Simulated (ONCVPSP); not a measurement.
## Potentials for Rb (Z = 37) compared

Generated with ld1.x 7.5 (TM, RRKJ, ultrasoft, PAW), atompaw 4.2 or ONCVPSP 4.0.1. The cutoff is in Ry: for ld1.x and atompaw files where the sum of valence levels is converged to 10 mRy in a Bessel basis, for ONCV files where the hardest occupied wave has 1 mHa per electron of residual kinetic energy. The error is the largest all-electron minus pseudo excitation energy over each file’s own four to seven test configurations (ionisations up to +4, promotions, holes and added fractions of an electron), all of which were solved. The labels leave out finer settings (local radius, basis sizes, second energies), which also bear on the numbers. Spin-polarised tests are not counted. The rows are a selection from randomly drawn settings: files with unsolved tests, undetermined cutoffs or missed reference levels are left out.

```csv
potential,cutoff (Ry),largest error (meV),bound ghosts
"ONCV, BLYP, scalar-relativistic, rc 2.40/2.45/2.15 (spd), local smoothed, core correction yes, reference 4s2 4p6 5s1, qcut 5.2/5.3/5, projectors 2/1/2",16,-121,none
"ONCV, PBEsol, scalar-relativistic, rc 2.05/2.60/2.05 (spd), local smoothed, core correction yes, reference 4s2 4p6, qcut 7.4/5.9/4.6, projectors 2/2/1",33,-24,none
```

(1) Fill in the row for Rb: ONCV, LDA (Perdew-Wang 92), scalar-relativistic, rc 2.20/2.50/2.45 (spd), local smoothed, core correction no, reference 4s2 4p6 5s1, qcut 5.3/4.3/4, projectors 2/1/2.

(2) Fill in the row for Rb: ONCV, PBE, scalar-relativistic, rc 1.60/2.65/2.65 (spd), local smoothed, core correction yes, reference 4s2 4p6, qcut 5.2/6.4/3.5, projectors 2/2/1.

(3) Fill in the row for Rb: ONCV, LDA (Perdew-Wang 92), non-relativistic, rc 2.85/1.75/2.55 (spd), local smoothed, core correction no, reference 4s2 4p6 5s1, qcut 4.7/4.8/3.2, projectors 2/1/2.

Answers

(1) cutoff 19 Ry, largest error -32 meV, bound ghosts: none.

(2) cutoff 28 Ry, largest error -9.5 meV, bound ghosts: none.

(3) cutoff 23 Ry, largest error -150 meV, bound ghosts: none.
